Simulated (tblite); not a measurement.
Species: C5H4ClF2 (doublet state).
Atom-mapped SMILES: `[CH2:1][C@@H:2]1[CH:3]=[C:4]1[C:5]([F:6])([F:7])[Cl:8]` (hydrogens: H9, H10 on C1; H11 on C2; H12 on C3)
Bond orders are those of one Lewis drawing.

Computed with GFN2-xTB (tblite), gas phase: L-BFGS steps from a force-field or distance-geometry start until the largest atomic force falls under 0.01 eV/Å.

Step 0: E = -722.7974 eV
```
atom  x, y, z in Å  |  force x, y, z in eV/Å
C1     -1.8567   -0.0306    0.3562   -1.536  -0.639   0.570
C2     -0.6678    0.7645    0.1933   -2.470   1.007   2.422
C3     -0.1084    0.8610   -1.1235    0.511   1.237  -3.373
C4      0.5224    0.1240   -0.2863    2.777  -1.780   0.257
C5      1.6205   -0.7121    0.1708    0.568   0.444  -0.634
F6      2.1777   -0.2090    1.2940    0.069  -0.114  -0.075
F7      2.6166   -0.7374   -0.7684   -0.082  -0.130   0.403
Cl8     1.0899   -2.3644    0.4817   -0.098  -0.433   0.091
H9     -2.7500    0.1966   -0.2200    0.329  -0.141   0.217
H10    -1.9263   -0.8143    1.1083    0.043   0.360  -0.312
H11    -0.5376    1.6123    0.8541   -0.160   0.334   0.468
H12    -0.1791    1.3088   -2.0860    0.049  -0.145  -0.034
```

Step 1: E = -722.8356 eV
```
atom  x, y, z in Å  |  force x, y, z in eV/Å
C1     -1.8786   -0.0398    0.3644   -0.630   0.003   0.358
C2     -0.7031    0.7789    0.2279    0.800  -0.501  -1.400
C3     -0.1011    0.8786   -1.1717    1.528  -2.321   4.040
C4      0.5621    0.0986   -0.2827   -2.898   2.809  -2.135
C5      1.6286   -0.7058    0.1617    1.094  -0.308  -0.018
F6      2.1787   -0.2106    1.2929    0.200  -0.119   0.064
F7      2.6155   -0.7392   -0.7627    0.384  -0.214   0.103
Cl8     1.0885   -2.3706    0.4830   -0.053  -0.413   0.092
H9     -2.7453    0.1946   -0.2170   -0.181  -0.117  -0.060
H10    -1.9257   -0.8091    1.1038   -0.081  -0.141   0.105
H11    -0.5399    1.6171    0.8608   -0.098   0.638   0.702
H12    -0.1784    1.3067   -2.0865   -0.064   0.685  -1.850
```

Step 2: E = -723.0154 eV
```
atom  x, y, z in Å  |  force x, y, z in eV/Å
C1     -1.8885   -0.0417    0.3690   -0.232   0.242   0.265
C2     -0.7044    0.7780    0.2242    0.289  -0.222  -0.622
C3     -0.0873    0.8639   -1.1498   -0.053   0.312  -0.058
C4      0.5475    0.1156   -0.2990   -0.211   0.191   0.269
C5      1.6392   -0.7069    0.1596    0.194   0.074  -0.161
F6      2.1805   -0.2119    1.2932    0.138  -0.094  -0.027
F7      2.6183   -0.7413   -0.7606    0.443  -0.187   0.020
Cl8     1.0878   -2.3753    0.4840   -0.019  -0.227   0.043
H9     -2.7457    0.1932   -0.2167   -0.338  -0.101  -0.132
H10    -1.9262   -0.8091    1.1037   -0.116  -0.259   0.222
H11    -0.5412    1.6233    0.8679   -0.169   0.319   0.456
H12    -0.1787    1.3117   -2.1015    0.076  -0.049  -0.275
```

Step 3: E = -723.0371 eV
```
atom  x, y, z in Å  |  force x, y, z in eV/Å
C1     -1.8927   -0.0384    0.3733   -0.205   0.190   0.243
C2     -0.7007    0.7749    0.2153   -0.098   0.167   0.007
C3     -0.0874    0.8682   -1.1506    0.071   0.244  -0.207
C4      0.5444    0.1187   -0.2956    0.123   0.033   0.065
C5      1.6426   -0.7057    0.1570    0.116   0.069  -0.130
F6      2.1827   -0.2134    1.2928    0.131  -0.101  -0.052
F7      2.6250   -0.7443   -0.7601    0.341  -0.158   0.049
Cl8     1.0874   -2.3790    0.4847    0.006  -0.139   0.014
H9     -2.7507    0.1916   -0.2187   -0.246  -0.114  -0.059
H10    -1.9280   -0.8129    1.1069   -0.102  -0.127   0.113
H11    -0.5438    1.6284    0.8751   -0.218  -0.005   0.174
H12    -0.1776    1.3112   -2.1062    0.081  -0.059  -0.217
```

Task: Estimate the geometry and energy of step 4. (The exact step hangs on the optimiser's Hessian estimate; all steps are aligned on step 3, rigid shifts and turns removed.)

Result: E = -723.0582 eV, largest force 0.469 eV/Å
```
atom  x, y, z in Å  |  force x, y, z in eV/Å
C1     -1.9027   -0.0320    0.3830   -0.104   0.180   0.160
C2     -0.7019    0.7772    0.2101   -0.270   0.270   0.272
C3     -0.0833    0.8751   -1.1539    0.055   0.185  -0.183
C4      0.5441    0.1236   -0.2943    0.273  -0.032  -0.052
C5      1.6496   -0.7033    0.1515    0.010   0.008  -0.050
F6      2.1876   -0.2171    1.2913    0.115  -0.099  -0.082
F7      2.6382   -0.7504   -0.7581    0.212  -0.118   0.065
Cl8     1.0872   -2.3857    0.4857    0.044   0.013  -0.036
H9     -2.7599    0.1875   -0.2213   -0.124  -0.136   0.037
H10    -1.9317   -0.8183    1.1117   -0.087   0.023  -0.006
H11    -0.5511    1.6327    0.8853   -0.218  -0.200  -0.040
H12    -0.1749    1.3101   -2.1170    0.094  -0.093  -0.085
```

The energy changes by -0.0210 eV. The first-order estimate −F·Δx gives -0.0287 eV and the mean of the old and new forces, exact on a quadratic surface, -0.0210 eV. The step makes an angle of 22° with the force vector and moves no atom by more than 0.015 Å.

What follows is the cost of the whole relaxation. Hardware: an Arm Neoverse V2 with one thread, on a shared host. Cost: 0.41 s wall.
